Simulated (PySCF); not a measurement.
# SeBr⁺ at UHF

Computed with UHF; Se x2c-SVPall, Br x2c-SVPall; spin-free X2C with a Gaussian nucleus (PySCF 2.14).

```
state                                                                                                              : ³Σ⁻ (triplet), unpaired electrons π ↑↑
bond length                                                                                                        : 219.4 pm
harmonic wavenumber                                                                                                : 357 cm⁻¹
force constant                                                                                                     : 2.99 mdyn/Å
rotational constant Be                                                                                             : 0.08817 cm⁻¹
anharmonicity ωexe                                                                                                 : 2.15 cm⁻¹
vibration–rotation constant αe                                                                                     : 0.000416 cm⁻¹
well depth De to Se⁺ + Br                                                                                          : 0.86 eV
dissociation energy D0                                                                                             : 0.84 eV
bond order (Mayer)                                                                                                 : 1.43
dipole moment (positive dipole points towards Br; it is taken about the centre of mass and depends on that origin) : -2.35 D
```

Spin–orbit coupling is left out. For an ion De counts to the pair picked by the measured ionisation energies or electron affinities, which need not be the lowest pair at this level. Hartree–Fock leaves out correlation, which carries a large part of most bond energies and some tenths to 1 eV of ionisation energies. The state is the lowest determinant that a PBE0 search found; another state may lie lower at other levels.
